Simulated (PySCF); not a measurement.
Identify the unknown among the candidates.

All candidates are C4H12OSi.

| technique | computed result |
| --- | --- |
| 13C NMR | chemical shifts (computed TMS as zero) by class: 51.8 (1 C), -1.8 (3 C) ppm [GIAO B3LYP/pcSseg-1] |
| Rotational structure | rotational constants A, B, C: 3.074, 2.021, 2.017 GHz [PBE0-D3(BJ)/def2-SVP] |
| UV, first state | lowest singlet excitation: 7.30 eV (170 nm, f = 0.009) [TDDFT CAM-B3LYP/def2-SVPD] |
| XPS | Si2p3/2 106.4, C1s 289.9 (×3), C1s 292.1, O1s 537.5, Si1s 1846.3 eV [ΔSCF SCAN, pcX-2 on the ionised atom, pcseg-1 elsewhere, spin-free X2C, 2p3/2 from a spin–orbit splitting computed afterwards within the 2p shell] |
| Triplet | lowest triplet excitation (Tamm–Dancoff): 7.15 eV [TDA CAM-B3LYP/def2-SVPD] |
| Dipole | 1.12 D [CAM-B3LYP/def2-SVPD] |

Gas-phase values; electronic properties from PySCF, density fitting. Levels stand in brackets. Isolated species at its PBE0-D3(BJ)/def2-SVP geometry, gas phase. NMR values are class means; diastereotopic atoms form classes of their own.

Question: Which candidate is it?
A. `CO[SiH2]C(C)C`
B. `[H][Si]([H])(C)OC(C)C`
C. `COC[C@H](C)[SiH3]`
D. `CO[Si](C)(C)C`

Answer: D. It is `CO[Si](C)(C)C`. 4 carbons fall into 2 classes; from least to most shielded: carbon bonded to O and 3 H (51.8 ppm), carbon bonded to Si and 3 H (-1.8 ppm, 3 C, up to 2.4 ppm apart in this geometry). The core levels belong to: Si2p3/2 106.4 eV, silicon bonded to 3 C and O; C1s 289.9 eV, carbon bonded to Si and 3 H; C1s 292.1 eV, carbon bonded to O and 3 H; O1s 537.5 eV, oxygen bonded to C and Si; Si1s 1846.3 eV, silicon bonded to 3 C and O. One atom of each topological class was ionised and stands for its class. By its constants the optimised geometry is a nearly prolate symmetric top.

The others, at the same levels:
- `[H][Si]([H])(C)OC(C)C` fails: its computed core binding energies are Si2p3/2 106.9, C1s 290.2, C1s 290.5 (×2), C1s 292.1, O1s 537.5, Si1s 1846.8 eV, rotational constant A is 5.717 GHz (against 3.074 GHz) and smallest rotational constant is 1.239 GHz (against 2.017 GHz).
- `COC[C@H](C)[SiH3]` fails: its computed core binding energies are Si2p3/2 106.3, C1s 290.2, C1s 290.5, C1s 292.0, C1s 292.2, O1s 538.4, Si1s 1846.0 eV, rotational constant A is 3.901 GHz (against 3.074 GHz) and smallest rotational constant is 1.429 GHz (against 2.017 GHz).
- `CO[SiH2]C(C)C` fails: its computed core binding energies are Si2p3/2 106.8, C1s 290.1, C1s 290.4 (×2), C1s 292.3, O1s 537.8, Si1s 1846.6 eV, rotational constant A is 4.569 GHz (against 3.074 GHz) and smallest rotational constant is 1.524 GHz (against 2.017 GHz).

Each candidate is one conformer, not necessarily the lowest. The conformers computed, where there is a choice (atom-mapped SMILES and torsion angles):
- `[CH3:1][O:2][CH2:3][C@H:4]([CH3:5])[SiH3:6]`: C1–O2–C3–C4 179°, O2–C3–C4–C5 72°
- `[CH3:1][O:2][SiH2:3][CH:4]([CH3:5])[CH3:6]`: C1–O2–Si3–C4 180°, O2–Si3–C4–C5 62°
